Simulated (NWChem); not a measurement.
System: alpha-methylstyrene (C9H10); SMILES C=C(C)c1ccccc1

NWChem input:

```
start job
memory heap 200 mb stack 900 mb global 1100 mb
geometry units angstroms noautosym nocenter noautoz
  C     -1.216298     2.359649     0.361612
  C     -0.107458     1.690078     0.007354
  C      1.140936     2.430053    -0.384730
  C     -0.057989     0.205343     0.003988
  C      1.158607    -0.478645     0.157877
  C      1.207863    -1.871372     0.172914
  C      0.041836    -2.617504     0.020250
  C     -1.174066    -1.955197    -0.152685
  C     -1.221280    -0.565313    -0.164624
  H     -1.242900     3.452241     0.342066
  H     -2.121223     1.849962     0.700055
  H      1.942369     2.290388     0.359538
  H      1.535057     2.072052    -1.349352
  H      0.950607     3.509008    -0.463873
  H      2.086116     0.083530     0.282875
  H      2.168429    -2.376026     0.304103
  H      0.079832    -3.709500     0.025726
  H     -2.094432    -2.528009    -0.292019
  H     -2.176807    -0.063512    -0.332080
end
basis spherical
  C library def2-svp
  H library def2-svp
end
dft
  xc b3lyp
  iterations 150
  semidirect filesize 400000000
end
cosmo
  do_cosmo_smd true
  solvent methanol
end
task dft energy
```

The geometry was optimised at PBE0/def2-SVP. Not confirmed as a minimum by frequencies. B3LYP is NWChem's, with the RPA form of VWN correlation. Solvent: methanol.

Level: B3LYP/def2-SVP with SMD (1 M gas to 1 M solution), gas-phase geometry.

Problem. What results follow from this input? (B3LYP/def2-SVP, SMD on the gas-phase geometry.) Quantities: solvation free energy (kcal/mol); cavity-dispersion-structure term (kcal/mol); dipole in solution (D).

Solution. 
```
Property                                     Result
-------------------------------------------  ------
solvation free energy (kcal/mol)               -4.4
cavity-dispersion-structure term (kcal/mol)    -0.4
dipole in solution (D)                         0.51
```
